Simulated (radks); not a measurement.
The numbers below are computed, except where a source is named.
All-electron atom: Nb3.9+ in [Kr] 4d(up 1.1, down 0) (fractional occupations, a model configuration). Code: a radial shooting solver on a logarithmic mesh with Libxc functionals. Model: scalar-relativistic Kohn-Sham, PBE, spin-polarised, spherical densities, point nucleus.

Unscreened Slater integrals over Kohn-Sham orbitals (cm^-1). They are taken over the spin-up orbitals.

F0(4d,4d): 122600
F2(4d,4d): 62910
F4(4d,4d): 41566
F0(4d,4p): 136580
F2(4d,4p): 68136
G1(4d,4p): 84901
G3(4d,4p): 52173
F0(4d,4s): 141070
G2(4d,4s): 61295
F0(4d,3d): 164070
F2(4d,3d): 30244
F4(4d,3d): 13091
G0(4d,3d): 9996.0
G2(4d,3d): 11143
G4(4d,3d): 8356.5
F0(4p,4p): 157400
F2(4p,4p): 83336
F0(4p,4s): 164690
G1(4p,4s): 112070
F0(4p,3d): 203260
F2(4p,3d): 47054
G1(4p,3d): 15222
G3(4p,3d): 14643
F0(4s,4s): 173300
F0(4s,3d): 220370
G2(4s,3d): 18300
F0(3d,3d): 462470
F2(3d,3d): 227100
F4(3d,3d): 144130

Derived for the open shells (J is the average intra-shell exchange parameter used in DFT+U). 4d: Racah B = F2/49 - 5 F4/441 = 812.6 cm^-1, C = 35 F4/441 = 3299 cm^-1, C/B = 4.06, F4/F2 = 0.661, J = (F2 + F4)/14 = 7463 cm^-1.
